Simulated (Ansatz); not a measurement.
`B[O][AlH][CH3]` + H₂O → `B[O][AlH][OH]` + CH₄ at 400 K and 1 bar (formal hydrolysis of the Al–C bond).

Calculated with Ansatz (gas phase, PBE0-D4/def2-TZVP geometries, no zero-point term in ΔE). CCSD(T)/CBS is the MP2 limit (def2-TZVPP, def2-QZVPP) plus CCSD(T) − MP2 in def2-TZVPP, frozen cores. This one scheme is used for every species. Each species was taken in one conformer, which may not be the lowest.

```tsv
species	CCSD(T)/CBS energy (Eh)	H − E (kJ/mol)	S (J/(mol·K))
`B[O][AlH][CH3]`	-383.73557	210.4	383.4
H₂O	-76.37941	69.8	198.6
`B[O][AlH][OH]`	-419.70702	150.7	360.1
CH₄	-40.46206	131.3	197.2
```

H − E and S are ideal-gas, rigid-rotor, harmonic terms from PBE0-D4/def2-TZVP, for one conformer and one mirror image of each species. 1 Eh = 2625.50 kJ/mol, R = 8.31446 J/(mol·K).

**Question.** By hand: ΔE, ΔH, ΔS and ΔG.

**Answer.** ΔE = (-419.70702) + (-40.46206) − (-383.73557) − (-76.37941) = -0.05410 Eh = -142.0 kJ/mol. Δ(H − E) = 150.7 + 131.3 − 210.4 − 69.8 = 1.8, so ΔH = -140.2 kJ/mol. ΔS = 360.1 + 197.2 − 383.4 − 198.6 = -24.7 J/(mol·K). ΔG = -140.2 − 400 × (-24.7)/1000 = -130.3 kJ/mol.

**Question.** By hand: the equilibrium constant, and the temperature at which ΔG would vanish if ΔH and ΔS stayed fixed.

**Answer.** log₁₀ K = −ΔG/(RT ln 10) = 17.0. ΔG = 0 at ΔH/ΔS = 5676 K, far beyond where these terms or the molecules hold.

ΔH outweighs TΔS. A doubt of 5 kJ/mol in ΔE shifts log₁₀ K by 0.7 here. Other conformers and mirror images would add mixing entropy, several J/(mol·K) or more a flexible species. Modes under 60 cm⁻¹, often nearly free rotors, make the harmonic entropy too high. These are equilibria of isolated gas molecules and say nothing of rates. Largest T1 diagnostic: 0.014 (customary marks: 0.02 for closed shells, 0.045 for open ones).
